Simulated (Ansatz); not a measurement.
```json
{"atom": "Ti", "x (Å)": "0.0000", "y (Å)": "0.0000", "z (Å)": "0.0000"}
{"atom": "O", "x (Å)": "0.0000", "y (Å)": "1.6404", "z (Å)": "0.7649"}
{"atom": "Cl", "x (Å)": "0.0000", "y (Å)": "-2.1117", "z (Å)": "0.9847"}
```

Basis set: pcseg-2 (spherical functions). Charge 0, multiplicity 2.

Computed with Ansatz (development build ahead of 0.2.0); each method stands on the lowest determinant of its kind that the runs found. Restricted functionals stand beside restricted open-shell atoms, which can lie above the unrestricted atoms usual in DFT and then raise those values.

(1) Give the atomization energy at this shape (free ground-state atoms in the same class of orbitals less the molecule, no zero-point energy) of doublet TiClO by PBE0 (unrestricted), PBE (restricted open-shell).

Answers

(1)

```
                     method  atomization energy
        PBE0 (unrestricted)     248.33 kcal/mol
PBE (restricted open-shell)     285.05 kcal/mol
```

Caution: other spin multiplicities were not run. Caution for PBE (restricted open-shell): no unrestricted run beside it, a lower state can exist.

The shape needn't be a minimum at these levels.
